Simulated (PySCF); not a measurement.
# How methods differ on the ionisation energy of As⁺

As⁺ [Ar] 3d10 4s2 4p2 (3P) → As²⁺ [Ar] 3d10 4s2 4p1 (2P), as a difference of total energies. Computed with PySCF 2.14 in aug-cc-pVTZ-PP with ECP10MDF (6s5p4d2f, 55 functions), with scalar relativity through the core potential. Correlated levels: valence: 3s2 3p6 3d10 frozen. The calculations carry no spin-orbit coupling.

```csv
method,ionisation energy (eV)
UHF,17.979
LDA,18.579
PBE,18.430
PBE0,18.503
r2SCAN,18.685
M06,18.271
B3LYP,18.469
BLYP,18.254
SCS-MP2 (valence),18.282
```

**Question.** Estimate what HSE06 gives.

**Answer.** 18.494 eV, closest to PBE0 among the rows shown.

**Question.** Estimate what MP2 (valence) gives.

**Answer.** 18.357 eV, closest to PBE among the rows shown.

The reference lies between the lowest fine-structure levels, while these numbers refer to the centres of the terms.

Errors of the correlated levels include the incompleteness of this basis and the frozen core.

For comparison: 18.589 eV (measured; NIST Atomic Spectra Database, ionization energies).
